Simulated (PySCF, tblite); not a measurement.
Breaking a bond: SnH, doublet.

GFN2-xTB, 300 K electronic temperature (tblite); UCCSD(T) = CCSD(T) on UHF/def2-SVP, 4 core orbitals frozen, def2 effective core potentials past Kr (PySCF).

Energies relative to the lowest point of each curve near equilibrium, in kJ/mol; the last columns give the difference from UCCSD(T):

```tsv
R / Å	GFN2-xTB	UCCSD(T)	GFN2-xTB − UCCSD(T)
1.34	202.8	193.8	9.0
1.43	103.2	105.9	-2.8
1.50	57.9	60.9	-3.0
1.62	16.8	16.7	0.1
1.66	9.6	8.9	0.7
1.74	1.7	0.9	0.7
1.78	0.1	0.0	0.1
1.83	0.0	1.1	-1.1
1.90	2.6	6.2	-3.6
1.94	5.2	10.5	-5.3
2.05	15.8	26.3	-10.5
2.18	32.8	49.3	-16.5
```

GFN2-xTB is furthest from UCCSD(T) at 2.18 (-16.5 kJ/mol, below); its mean absolute difference over the points is 4.5 kJ/mol.

The scan ran from 1.34 to 7.16 Å; beyond the distances shown one of the unrestricted levels run for this scan, shown here or not, changes its spin distribution in one step.
